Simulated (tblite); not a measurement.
Compound: C₄H₆Cl₂Si.
Bonds: Cl1–C2, C2–Si3, Si3–C4, C4–Cl5, C4–C6, C6–C7 (double), C4–C7. Hydrogens: H8, H9 on C2; H10, H11 on Si3; H12 on C6; H13 on C7.

The geometry is computed with GFN2-xTB (gas phase).

Give the optimised bond lengths and angles.

```tsv
bond	length (Å)	order
Cl1–C2	1.785	single
C2–Si3	1.910	single
Si3–C4	1.891	single
C4–Cl5	1.820	single
C4–C6, C4–C7	1.488	single
C6=C7	1.302	double
C2–H8, C2–H9	1.087	single
Si3–H10, Si3–H11	1.462	single
C6–H12, C7–H13	1.061	single
```

Bonds in one row agree within 0.01 Å and their mean is given. Orders are formal, as drawn. A selection of angles:
```tsv
angle	degrees
Cl1–C2–Si3	108.0
Cl1–C2–H8	106.7
Si3–C2–H8	113.0
H8–C2–H9	108.8
C2–Si3–C4	106.4
C2–Si3–H10	109.4
C4–Si3–H10	109.7
C4–Si3–H11	108.4
H10–Si3–H11	113.7
Si3–C4–Cl5	108.9
Si3–C4–C6	126.8
Cl5–C4–C6	115.7
C6–C4–C7	51.9
C4–C6–C7	64.0
C4–C6–H12	144.2
C7–C6–H12	151.8
```

Dihedral angles: Cl1–C2–Si3–C4 65° (synclinal); C2–Si3–C4–Cl5 70° (synclinal); Si3–C4–C6–C7 -112° (anticlinal); Si3–C4–C7–C6 111° (anticlinal). The mirror-image conformer, all signs reversed, is as good.

Of the pairs four or more bonds apart, Cl1···C6 is among the closest relative to their van der Waals radii: 3.62 Å, 105 % of the sum of Bondi's values. The C–Cl distances run from 1.785 Å (Cl1–C2, drawn single) to 1.820 Å (C4–Cl5, drawn single), a spread of 0.035 Å. The C–C distances run from 1.302 Å (C6=C7, drawn double) to 1.489 Å (C4–C6, drawn single), a spread of 0.187 Å. The 3-membered ring C4–C6–C7 has internal angles of 51.9° to 64.1°. Si3 (SiH2 silicon) is distorted tetrahedral (angles from 106.4° to 113.7°).

Point group: C1 (no symmetry element, even within 0.4 Å). Its GFN2-xTB frequencies are all real (lowest 29 cm⁻¹). The numbers are those of one conformer. 3 starts were optimised and ended at 0.00, 0.00 and 2.61 kcal/mol (GFN2-xTB); the lowest of these is shown.

Hardware: one thread, Arm Neoverse N1 (aarch64), no GPU (shared host). Cost: 1.4 s wall. That covers the optimisation of the geometry.
